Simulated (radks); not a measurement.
S11+, configuration [He] 2s2 3d1 (not the ground configuration). Method: scalar-relativistic Kohn-Sham, PBE, spin-unpolarised, spherical densities, point nucleus; computed with a radial shooting solver on a logarithmic mesh with Libxc functionals.

Normalised radial functions P(r) = r R(r), r in bohr:

r,1s,2s,3d
0.004309,0.5131,0.1650,0.0000
0.004819,0.5688,0.1829,0.0000
0.005348,0.6254,0.2011,0.0000
0.005981,0.6919,0.2224,0.0000
0.006637,0.7592,0.2440,0.0000
0.007423,0.8379,0.2692,0.0000
0.008237,0.9171,0.2945,0.0000
0.009213,1.0091,0.3238,0.0001
0.01022,1.1010,0.3530,0.0001
0.01143,1.2069,0.3867,0.0001
0.01269,1.3117,0.4198,0.0002
0.01419,1.4312,0.4574,0.0002
0.01575,1.5480,0.4939,0.0003
0.01761,1.6794,0.5347,0.0004
0.01954,1.8057,0.5734,0.0005
0.02186,1.9450,0.6155,0.0008
0.02426,2.0758,0.6543,0.0010
0.02713,2.2163,0.6947,0.0014
0.0301,2.3440,0.7299,0.0019
0.03367,2.4755,0.7639,0.0026
0.03736,2.5888,0.7903,0.0035
0.04179,2.6974,0.8112,0.0047
0.04637,2.7820,0.8215,0.0063
0.05186,2.8508,0.8203,0.0086
0.05755,2.8901,0.8054,0.0113
0.06437,2.9014,0.7717,0.0153
0.07142,2.8797,0.7214,0.0202
0.07989,2.8186,0.6442,0.0271
0.08864,2.7254,0.5491,0.0355
0.09915,2.5855,0.4200,0.0471
0.11,2.4206,0.2748,0.0611
0.1231,2.2094,0.0920,0.0802
0.1365,1.9879,-0.1001,0.1028
0.1527,1.7302,-0.3264,0.1332
0.1695,1.4821,-0.5488,0.1681
0.1895,1.2161,-0.7923,0.2142
0.2103,0.9802,-1.0124,0.2659
0.2352,0.7482,-1.2308,0.3320
0.261,0.5600,-1.4045,0.4036
0.292,0.3911,-1.5468,0.4916
0.324,0.2670,-1.6268,0.5820
0.3624,0.1669,-1.6488,0.6865
0.4021,0.1016,-1.6072,0.7866
0.4497,0.0554,-1.4992,0.8926
0.499,0.0293,-1.3492,0.9833
0.5582,0.0135,-1.1493,1.0649
0.6193,0.0060,-0.9453,1.1186
0.6927,0.0022,-0.7255,1.1449
0.7686,0.0008,-0.5370,1.1346
0.8597,0.0002,-0.3640,1.0831
0.954,0.0001,-0.2374,0.9988
1.067,0.0000,-0.1385,0.8746
1.184,0.0000,-0.0774,0.7377
1.324,0.0000,-0.0376,0.5806
1.469,0.0000,-0.0174,0.4385
1.644,0.0000,-0.0067,0.3019
1.824,0.0000,-0.0025,0.1983
2.04,0.0000,-0.0007,0.1154
2.263,0.0000,-0.0002,0.0637
2.532,0.0000,0.0000,0.0301
2.809,0.0000,0.0000,0.0134

1s: eigenvalue -2927.7 eV, 0 radial nodes, <r> = 0.0961 bohr, 90 % of the charge inside 0.171 bohr. 2s: eigenvalue -592.40 eV, 1 radial node at r = 0.130 bohr, <r> = 0.415 bohr, 90 % of the charge inside 0.636 bohr. 3d: eigenvalue -211.62 eV, 0 radial nodes, <r> = 0.836 bohr, 90 % of the charge inside 1.27 bohr.
